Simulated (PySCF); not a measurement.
silene (CH4Si), SMILES C=[SiH2].

Geometry optimised at r2SCAN-D4/def2-TZVP.

Computed with PySCF with TDDFT-M06-2X/def2-TZVPD.

Vertical excitations. Gas-phase values at a fixed geometry. State labels are in the subgroup C2v.

Q: Give excitation energies, oscillator strengths and character. (An estimate is asked for; the answer gives what the named calculation found.)

A: 
```json
[
 {"state": "S1", "symmetry": "A1", "energy (eV)": "4.97", "λ (nm)": "250", "f": "0.240", "main pairs": "HOMO→LUMO 98 %"},
 {"state": "S2", "symmetry": "B1", "energy (eV)": "5.71", "λ (nm)": "217", "f": "0.094", "main pairs": "HOMO→LUMO+1 67 %, HOMO→LUMO+2 26 %"},
 {"state": "S3", "symmetry": "B1", "energy (eV)": "6.08", "λ (nm)": "204", "f": "0.014", "main pairs": "HOMO→LUMO+2 54 %, HOMO→LUMO+3 28 %, HOMO→LUMO+1 13 %"},
 {"state": "S4", "symmetry": "B1", "energy (eV)": "6.53", "λ (nm)": "190", "f": "0.130", "main pairs": "HOMO→LUMO+3 61 %, HOMO→LUMO+1 17 %, HOMO→LUMO+2 13 %"},
 {"state": "S5", "symmetry": "A2", "energy (eV)": "6.77", "λ (nm)": "183", "f": "0.000", "main pairs": "HOMO→LUMO+7 34 %, HOMO→LUMO+5 33 %, HOMO→LUMO+8 24 %"},
 {"state": "S6", "symmetry": "B1", "energy (eV)": "6.79", "λ (nm)": "183", "f": "0.027", "main pairs": "HOMO−2→LUMO 90 %"},
 {"state": "S7", "symmetry": "A2", "energy (eV)": "7.23", "λ (nm)": "172", "f": "0.000", "main pairs": "HOMO−1→LUMO 93 %"},
 {"state": "S8", "symmetry": "B1", "energy (eV)": "7.34", "λ (nm)": "169", "f": "0.013", "main pairs": "HOMO→LUMO+4 93 %"},
 {"state": "S9", "symmetry": "A2", "energy (eV)": "7.35", "λ (nm)": "169", "f": "0.000", "main pairs": "HOMO→LUMO+5 59 %, HOMO→LUMO+7 37 %"},
 {"state": "S10", "symmetry": "B2", "energy (eV)": "7.55", "λ (nm)": "164", "f": "0.117", "main pairs": "HOMO→LUMO+6 97 %"},
 {"state": "T1", "symmetry": "A1", "energy (eV)": "2.72", "λ (nm)": "455", "f": "0", "main pairs": "HOMO→LUMO 96 %"},
 {"state": "T2", "symmetry": "B1", "energy (eV)": "5.30", "λ (nm)": "234", "f": "0", "main pairs": "HOMO→LUMO+2 51 %, HOMO→LUMO+3 19 %, HOMO→LUMO+1 13 %"},
 {"state": "T3", "symmetry": "B1", "energy (eV)": "5.81", "λ (nm)": "213", "f": "0", "main pairs": "HOMO→LUMO+1 56 %, HOMO→LUMO+3 39 %"},
 {"state": "T4", "symmetry": "B1", "energy (eV)": "6.50", "λ (nm)": "191", "f": "0", "main pairs": "HOMO→LUMO+2 28 %, HOMO−2→LUMO 27 %, HOMO→LUMO+3 26 %, HOMO→LUMO+1 17 %"}
]
```
Triplets are in the Tamm–Dancoff approximation, which puts them higher than full response would, so one can lie above its singlet here.
